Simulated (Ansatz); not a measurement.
## Worked example: the step energy

An elementary step of HfHClF4, closed shell (HfF₄ ([F][Hf]([F])([F])[F]) + HCl → HfClF₃ ([F][Hf]([F])([F])[Cl]) + HF (still joined by a long Hf–F bond); Hf–F, H–Cl broken or loosened, Hf–Cl, F–H formed or tightened). “Start” and “end” are the PBE0-D4/def2-TZVP structures reached by relaxing down either side of its saddle point, with the molecules still in contact.

Program: Ansatz 0.2.0. Basis: def2-TZVPP and def2-QZVPP. Cores are frozen in the correlated methods. Core potentials replace the inner electrons of the atoms past krypton.

Energies in eV:

| quantity | end | start |
| --- | --- | --- |
| Hartree–Fock, triple zeta (X = 3) | -24650.25643 | -24650.26058 |
| Hartree–Fock, quadruple zeta (X = 4) | -24651.12803 | -24651.14065 |
| MP2 correlation, X = 3 | -41.67614 | -41.63000 |
| MP2 correlation, X = 4 | -46.21908 | -46.18213 |
| CCSD(T) correlation, X = 3 | -43.25362 | -43.23788 |

(1) Work out the step energy at the basis limit: extrapolate Hartree–Fock as E(X) = E∞ + A exp(−7.88 √X) and the MP2 correlation as E(X) = E∞ + B X^−2.97 (the exponents that Neese and Valeev fitted for def2-TZVPP and QZVPP), then add CCSD(T) − MP2 in triple zeta.

T1 diagnostic: at most 0.016.

Answers

(1) Each step is linear, so take the differences first (end − start): Hartree–Fock 0.00415 (X = 3) and 0.01262 (X = 4); MP2 correlation -0.04614 and -0.03695; CCSD(T) correlation -0.01574.
Two points give E∞ = E(4) + w [E(4) − E(3)], with w = 1/(exp(7.88 (2 − √3)) − 1) = 0.1377 for Hartree–Fock and w = 1/((4/3)^2.97 − 1) = 0.7407 for the correlation.
Hartree–Fock: 0.01262 + 0.1377 × 0.00847 = 0.0138 eV.
MP2 correlation: -0.03695 + 0.7407 × 0.00919 = -0.0301 eV.
CCSD(T) − MP2: -0.01574 − (-0.04614) = 0.0304 eV.
Sum: 0.0138 + (-0.0301) + 0.0304 = 0.0141 eV, or 0.33 kcal/mol. Plain CCSD(T) in triple zeta gives -0.0116 eV, so the larger basis shifts the result by 0.0257 eV.

Labels in which every atom is bracketed show which atoms are joined, not bond orders.

For scale, one of the runs: CCSD(T)/def2-TZVPP, 236 basis functions, launched by `ansatz run in.yaml --threads 8 --pin off --events-out ev --progress --plain --max-ram 19148MiB`. The run took 3.3 min on 8 CPU threads of an Arm Neoverse V1 (shared host), with 5.5 GiB of host memory at its peak.
